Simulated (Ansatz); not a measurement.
Job for Ansatz (a quantum-chemistry and plane-wave program): U-wB97X-V/cc-pVTZ on FGeH3O (SMILES [OH][GeH2][F]), a point of a bond scan (R = 1.374 Å).

Ansatz 0.2 input:
```yaml
crystal:
  periodic: [false, false, false]
  atoms:
    - {symbol: Ge, position_ang: [-0.22747459, -0.25087345, 0.02663045]}
    - {symbol: O, position_ang: [1.45573431, -0.40020062, -0.50453156]}
    - {symbol: F, position_ang: [-0.54577123, 1.44651198, 0.30987347]}
    - {symbol: H, position_ang: [-0.99904284, -0.65180164, -1.03722394]}
    - {symbol: H, position_ang: [-0.46978155, -0.93226496, 1.38080844]}
    - {symbol: H, position_ang: [2.09980761, -0.16043852, 0.16983856]}
basis:
  gaussian:
    orbitals: cc-pVTZ
hamiltonian:
  xc: {name: wB97X-V}
magnetization: {spin_polarized: true, initial_magnetization: 0}
```

Program output:

```
WARN ansatz: RAYON_NUM_THREADS=1 ignored (pool sized by the plan → 1); use --threads N
Functional definition: wB97X-V
integrals: 0.08 GiB planned
900 factors; their error is unknown
integrals: 0.12 GiB planned
188 factors; integrals over basis functions are off by at most 6.0e-6 eV
mean field: 1.03 GiB planned
mean field evaluation 1: about -61323.4388 eV, gradient 4.0e1 eV
mean field evaluation 2: about -61321.5396 eV, gradient 4.9e1 eV
mean field evaluation 4: about -61328.3781 eV, gradient 5.8e-1 eV
mean field evaluation 8: about -61328.5096 eV, gradient 3.8e-2 eV
mean field -61328.50955972 eV, -2253.7811563630 hartree, gradient 8.3e-5 eV, S^2 0.000000; 0 other end points of the search recorded, 0 dependent functions left out
reference -61328.50955798 eV, -2253.7811562989 hartree; 26, 26 occupied and 119, 119 virtual orbitals, 900 factors
Total energy: -61328.50955798 eV, -2253.7811562989 hartree
```

The calculation finished and met its thresholds.

Cost: roughly 15 core-seconds.
